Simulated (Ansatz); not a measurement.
Program: Ansatz. Geometries: PBE0-D4/def2-TZVP. ΔE: electronic, gas phase. CBS: MP2 limit from def2 TZ/QZ plus the TZ coupled-cluster correction, frozen cores. Elements past krypton have def2 core potentials. For Sb outer-core shells are correlated without core-valence functions, which leaves a few kJ/mol of doubt a bond. One conformer a species, not always the lowest.

Consider the isomerisation: `[SiH3][CH](S)[SbH2]` → `[CH3][Sb]([SiH3])[SH]`.

```json
{"species": "`[SiH3][CH](S)[SbH2]`", "HF/def2-QZVPP energy (Eh)": "-967.69762"}
{"species": "`[CH3][Sb]([SiH3])[SH]`", "HF/def2-QZVPP energy (Eh)": "-967.75398"}
```

Task: Work out ΔE.

Result: ΔE = (-967.75398) − (-967.69762) = -0.05636 Eh = -148.0 kJ/mol. CCSD(T)/CBS gives -143.7 kJ/mol.

Largest T1 diagnostic among the species: 0.013.

The D4 term adds +4.2 kJ/mol with B3LYP and +1.9 kJ/mol with PBE0; it sums over pairs of atoms, weighted by their polarisabilities, and B3LYP, whose exchange is more repulsive, gets the larger term. In def2-TZVPP, CCSD(T) changes the Hartree–Fock value by +14.2 kJ/mol (the triples alone add +1.0 kJ/mol) and MP2 by +11.3 kJ/mol.

B3LYP here is the variant with VWN-RPA as its local correlation; programs differ in this.
